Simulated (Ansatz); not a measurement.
One change: `NB(Cl)[O][GeH3]` becomes `BOB(N)Cl`.

Ansatz, PBE0-D4/def2-TZVP geometries, multiplicity 1. Each molecule was computed in one conformer, which needn't be the lowest.

Scalar relativity is left out up to krypton.

```csv
property,`NB(Cl)[O][GeH3]`
HOMO–LUMO gap (PBE0/def2-TZVPP) / eV,7.97
HOMO energy (PBE/def2-TZVPP) / eV,-6.57
"ideal-gas entropy at 298 K and 1 bar (rigid rotor, harmonic PBE0-D4/def2-TZVP) / J/(mol·K)",372
size of the dipole moment (ωB97M-V/def2-TZVPP) / D,3.71
LUMO energy (ωB97M-V/def2-TZVPP) / eV,1.63
zero-point energy (PBE0-D4/def2-TZVP) / kJ/mol,159.9
```

Question: What does the change do to each property? (Estimate.)

Answer: Ansatz gave: 
```csv
property,`BOB(N)Cl`,shift
HOMO–LUMO gap (PBE0/def2-TZVPP) / eV,7.60,-0.37
HOMO energy (PBE/def2-TZVPP) / eV,-7.05,-0.48
"ideal-gas entropy at 298 K and 1 bar (rigid rotor, harmonic PBE0-D4/def2-TZVP) / J/(mol·K)",341,-31
size of the dipole moment (ωB97M-V/def2-TZVPP) / D,2.31,-1.40
LUMO energy (ωB97M-V/def2-TZVPP) / eV,1.09,-0.54
zero-point energy (PBE0-D4/def2-TZVP) / kJ/mol,155.0,-4.9
```

With PBE0 the HOMO falls by 0.42 eV and the LUMO falls by 0.79 eV, so the gap narrows by about 0.37 eV. PBE moves the HOMO by -0.48 eV and ωB97M-V by -0.39 eV. The zero-point energy changes by -4.9 kJ/mol with -3 modes. Dipoles are sizes alone; their direction can turn. Modes under 60 cm⁻¹, often nearly free rotors, make the harmonic entropy too high.
